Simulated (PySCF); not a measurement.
## Spin-rotation constants: `CC(=O)[P@@](C)(=N)C(F)(F)F`, C₄H₇F₃NOP

Cartesian coordinates in Å; atom numbers follow the order of the lines, from 1:
```xyz
17

C     2.1871   -1.0009   -0.0137
C     1.3495    0.1546    0.3800
O     1.6184    1.0346    1.1481
P    -0.3200    0.1606   -0.4688
C    -0.9977    1.8544   -0.2677
N    -0.1897   -0.6107   -1.8053
C    -1.3779   -0.7102    0.8892
F    -2.6498   -0.7926    0.4647
F    -1.4038   -0.1294    2.0912
F    -0.9347   -1.9633    1.0626
H     3.2017   -0.9096    0.3654
H     2.1670   -1.0797   -1.1003
H     1.7210   -1.9085    0.3744
H    -0.5532    2.4860   -1.0365
H    -2.0807    1.8303   -0.4000
H    -0.7495    2.2417    0.7196
H    -0.9947   -0.6452   -2.4128
```

Method used: PySCF, GIAO BHandHLYP/pcSseg-1 magnetisability, rotational g tensor and spin-rotation constants, non-relativistic, gas phase. Geometry: GFN2-xTB.

Task: Give the nuclear spin-rotation constants along the inertial axes (H = +C I·J) beside the isotropic shieldings.

Result: Rotational constants 1.4618, 0.9522, 0.9166 GHz. A star marks the isotopologue with that one atom substituted, in its own axes.
| atom | isotope | Caa (kHz) | Cbb (kHz) | Ccc (kHz) | mean (kHz) | σ (ppm) |
| --- | --- | --- | --- | --- | --- | --- |
| P4 | 31P | 2.605 | 1.635 | 1.098 | 1.779 | 324.7 |
| N6 | 14N | 0.039 | 0.042 | 0.050 | 0.044 | 232.3 |
| F8 | 19F | 1.362 | 1.291 | 0.908 | 1.187 | 280.4 |
| F9 | 19F | 1.959 | 1.003 | 0.900 | 1.287 | 274.7 |
| F10 | 19F | 2.039 | 0.800 | 0.978 | 1.272 | 279.1 |
| H11 | 1H | -0.017 | -0.067 | -0.101 | -0.061 | 29.7 |
| H12 | 1H | -0.142 | -0.046 | -0.008 | -0.065 | 27.5 |
| H13 | 1H | -0.077 | -0.054 | -0.072 | -0.068 | 29.2 |
| H14 | 1H | -0.095 | -0.033 | -0.109 | -0.079 | 30.8 |
| H15 | 1H | -0.017 | -0.077 | -0.106 | -0.067 | 30.2 |
| H16 | 1H | -0.172 | -0.072 | -0.002 | -0.082 | 29.5 |
| H17 | 1H | -0.133 | -0.050 | -0.075 | -0.086 | 30.6 |
| C1 | 13C* | 0.219 | 0.144 | 0.165 | 0.176 | 156.0 |
| C2 | 13C* | 0.649 | 0.376 | 0.454 | 0.493 | -32.0 |
| O3 | 17O* | -0.653 | -0.326 | -1.103 | -0.694 | -415.0 |
| C5 | 13C* | 0.205 | 0.128 | 0.115 | 0.149 | 173.6 |
| C7 | 13C* | 0.445 | 0.290 | 0.280 | 0.339 | 57.4 |

For the geometry as given, no vibrational averaging.
